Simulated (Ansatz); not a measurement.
`[Cl][Hf]([Cl])([Cl])[I]` + H₂O → `[OH][Hf]([Cl])([Cl])[I]` + HCl at 400 K and 1 bar (formal hydrolysis of the Hf–Cl bond).

Isolated molecules relaxed with PBE0-D4/def2-TZVP in Ansatz; ΔE leaves out vibrations. CBS: MP2 limit from def2 TZ/QZ plus the TZ coupled-cluster correction, frozen cores. This one scheme is used for every species. def2 core potentials past Kr. For Hf, I outer-core shells are correlated without core-valence functions, which leaves a few kJ/mol of doubt a bond. Each species was taken in one conformer, which may not be the lowest.

```tsv
species	CCSD(T)/CBS energy (Eh)	H − E (kJ/mol)	S (J/(mol·K))
`[Cl][Hf]([Cl])([Cl])[I]`	-1724.97910	45.1	436.1
H₂O	-76.37941	69.8	198.6
`[OH][Hf]([Cl])([Cl])[I]`	-1340.96956	77.4	452.3
HCl	-460.38127	29.6	195.4
```

H − E and S are ideal-gas, rigid-rotor, harmonic terms from PBE0-D4/def2-TZVP, for one conformer and one mirror image of each species. 1 Eh = 2625.50 kJ/mol, R = 8.31446 J/(mol·K).

Q: By hand: ΔE, ΔH, ΔS and ΔG.

A: ΔE = (-1340.96956) + (-460.38127) − (-1724.97910) − (-76.37941) = 0.00768 Eh = 20.2 kJ/mol. Δ(H − E) = 77.4 + 29.6 − 45.1 − 69.8 = -7.9, so ΔH = 12.3 kJ/mol. ΔS = 452.3 + 195.4 − 436.1 − 198.6 = 13.0 J/(mol·K). ΔG = 12.3 − 400 × (13.0)/1000 = 7.1 kJ/mol.

Q: By hand: the equilibrium constant, and the temperature at which ΔG would vanish if ΔH and ΔS stayed fixed.

A: log₁₀ K = −ΔG/(RT ln 10) = -0.9. ΔG = 0 at ΔH/ΔS = 946 K, though so small a ΔS makes that figure unsure.

TΔS isn't small against ΔH here. A doubt of 5 kJ/mol in ΔE shifts log₁₀ K by 0.7 here. Other conformers and mirror images would add mixing entropy, several J/(mol·K) or more a flexible species. These are equilibria of isolated gas molecules and say nothing of rates. Largest T1 diagnostic: 0.013 (customary marks: 0.02 for closed shells, 0.045 for open ones).
